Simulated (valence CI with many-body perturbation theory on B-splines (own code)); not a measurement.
The numbers below are computed, except where a source is named.
# Hyperfine factors and g values of Sr XVIII

Level of theory: configuration interaction combined with many-body perturbation theory (CI+MBPT): three valence electrons over a frozen Dirac-Fock core [Ar], a basis of 7 s, 7 p, 8 d, 6 f, 4 g, 1 h functions for each j, with the one-electron correlation potential Σ1, the two-electron term Σ2, the three-electron term Σ3, Breit, model QED; selected CI, second order for the rest, scaled by the run's own slope (own B-spline code, finite nucleus).

No measured spectrum was set against this ion. As an estimate, terms of the open shell hold to 2 to 4 % of their energy, and close levels can change places. Only levels of the ground parity were solved; by the run's estimate the other parity begins above the list, which can be wrong where configurations are misplaced.

A/g_I is the dipole constant over the nuclear g factor μ/I (μ in nuclear magnetons, uniformly magnetised nucleus), B/Q the quadrupole constant per barn. Both hold the static response of the core; the bare values leave it out. Large factors of s and p1/2 electrons are usually good to 5 to 10 %; those of open d and f shells near neutrality can be off by tens of per cent, and small factors of p3/2, d and f electrons come from cancelling terms and can be off by a factor of two or in sign, in half-filled shells by more. B is blank for J = 1/2, where it vanishes, and for nearly pure S terms. Energies count from the lowest level.

Names give the largest LS component (configuration and term), which can be under half, so a name can repeat, a term be missing and a line seem to break the LS rules; names also repeat where a configuration has a term twice. Letters in brackets count levels of one name in rising energy.

| Level | E (cm⁻¹) | g | A/g_I (MHz) | A/g_I bare | B/Q (MHz/b) | B/Q bare |
| --- | --- | --- | --- | --- | --- | --- |
| 3d3 4F_3/2 | 0.0 | 0.420 | 7530 | 7270 | -1810 | -1860 |
| 3d3 4F_5/2 | 8580 | 1.030 | 4320 | 4360 | -1650 | -1690 |
| 3d3 4F_7/2 | 17698 | 1.227 | 3490 | 3620 | -2020 | -2080 |
| 3d3 4F_9/2 | 26375 | 1.309 | 3440 | 3600 | -2590 | -2670 |
| 3d3 4P_3/2 | 47886 | 1.527 | 3440 | 3700 | -3260 | -3360 |
| 3d3 4P_1/2 | 50569 | 2.366 | -4670 | -3980 |  |  |
| 3d3 2G_7/2 | 59220 | 0.899 | 5140 | 5110 | 2570 | 2650 |
| 3d3 2G_9/2 | 62571 | 1.043 | 4570 | 4610 | 5540 | 5700 |
| 3d3 4P_5/2 | 63381 | 1.581 | 1050 | 1350 | 4230 | 4350 |
| 3d3 2D_3/2 [a] | 72941 | 1.140 | 4370 | 4450 | -4380 | -4510 |
| 3d3 2P_1/2 | 77818 | 0.966 | 108 | 147 |  |  |
| 3d3 2H_11/2 | 85030 | 1.089 | 4270 | 4330 | 9540 | 9820 |
| 3d3 2H_9/2 | 87483 | 0.996 | 3890 | 3920 | 5210 | 5360 |
| 3d3 2D_5/2 [a] | 89134 | 1.208 | 3710 | 3830 | -2910 | -3000 |
| 3d3 2P_3/2 | 98678 | 1.171 | 3490 | 3600 | 564 | 572 |
| 3d3 2F_7/2 | 121800 | 1.138 | 4210 | 4300 | 2760 | 2850 |
| 3d3 2F_5/2 | 123950 | 0.871 | 4170 | 4130 | 4700 | 4840 |
| 3d3 2D_5/2 [b] | 185430 | 1.188 | 3210 | 3320 | 5780 | 5940 |
| 3d3 2D_3/2 [b] | 187420 | 0.799 | 6970 | 6890 | 5690 | 5860 |

Q: Take the isotope of mass number 87, with I = 9/2, μ = -1.09316 μN and Q = 0.305 b. What is the hyperfine structure of 3d3 4P_1/2?

A: From the table A = 1130 MHz. Shifts from the centre of gravity in MHz: F = 4: -3110, F = 5: 2540.
